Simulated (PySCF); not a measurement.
A structure optimised at PBE-D3(BJ)/def2-SVP, used in a PySCF frequency run:

```
B
O 1 1.3420
C 2 1.4308 1 125.69
H 3 1.1066 2 107.61 1 -153.37
H 3 1.1073 4 109.55 2 -121.92
H 3 1.1082 4 108.93 5 -119.42
H 1 1.2140 2 117.30 3 -179.78
C 1 1.6202 7 121.02 2 -179.89
F 8 1.3507 1 113.52 7 4.52
F 8 1.3681 9 107.05 1 -123.07
F 8 1.3711 9 106.96 10 -114.08
```
Charge 0, spin multiplicity 1.

Task: Write its SMILES and formula.

Result: COBC(F)(F)F, C2H4BF3O

Task: What are its rotational constants (standard atomic weights)?

Result: 4.4942, 1.8438, 1.7338 GHz
